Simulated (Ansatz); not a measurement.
Species: BH$_{2}$S, charge 0, doublet. BH2S (SMILES [S]B, doublet).
B3LYP-D3(BJ)/def2-TZVP minimum from Ansatz (a first-principles code):
```
B
H 1 1.1949
H 1 1.1949 2 120.46
S 1 1.7236 2 119.77 3 -180.00
```
Charge 0, spin multiplicity 2.

Total energies in cc-pV(D+d)Z, 11 correlated electrons, 6 frozen orbitals. Radicals and triplets start from unrestricted determinants; spin-orbit coupling is neglected. Correlated methods leave the cores frozen. No relativity.

| method | program | energy (Eh) | minus CCSDTQ (mEh) |
|---|---|---|---|
| HF | Ansatz | -423.37856 | 239.06 |
| MP2 | Ansatz | -423.57413 | 43.48 |
| CCSD | Ansatz | -423.60909 | 8.52 |
| CCSD(T) | Ansatz | -423.61603 | 1.59 |
| CCSDT(Q) | Ansatz | -423.61763 | -0.02 |
| CCSDTQ | Ansatz | -423.61761 | 0.00 |

Rough core times of Ansatz's runs on a shared machine: CCSD(T) under 20 s, CCSDTQ 50 min.
